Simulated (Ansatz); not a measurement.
Basis sets compared for the cluster Tl₄H₅. The state is a doublet with charge 0. Geometry PBE-D4/def2-SVP. Ansatz on 4 threads of Arm Neoverse V1 on a shared host; times are rough, and most runs start from earlier orbitals.

```xyz
9

Tl   -0.447   -0.136   -1.920
Tl   -1.998    1.395    1.052
Tl   -0.698   -2.344    1.044
Tl    1.726    0.600    0.694
H     0.053    0.016   -3.705
H     1.293   -1.200    1.193
H     1.609    0.574   -1.228
H     0.277    1.735    1.226
H    -1.815   -0.640    1.644
```

In the def2 sets Tl takes a core potential; there is no spin–orbit coupling. Another isomer (doublet) lies 0.60 eV lower at PBE0-D4/def2-TZVP; other spin states weren't run for this one.

Binding counts from free atoms (Tl doublet, H doublet) in the same basis, without a counterpoise term.

```tsv
level	functions	energy (Eh)	HOMO (eV)	LUMO (eV)	binding per atom (eV)	wall time
PBE-D4/def2-SVP	129	-693.1449	-4.40	-3.96	1.61	3.4 s
PBE0-D4/def2-SVP	129	-692.9963	-5.12	-3.30	1.56	5.5 s
```

Problem. Estimate the rows for PBE-D4/def2-TZVP (with forces), PBE0-D4/def2-TZVP.

Solution. 
| level | functions | energy (Eh) | HOMO (eV) | LUMO (eV) | binding per atom (eV) | wall time |
| --- | --- | --- | --- | --- | --- | --- |
| PBE-D4/def2-TZVP (with forces) | 230 | -693.1755 | -4.43 | -3.98 | 1.62 | 7.5 s |
| PBE0-D4/def2-TZVP | 230 | -693.0205 | -5.14 | -3.30 | 1.57 | 16 s |
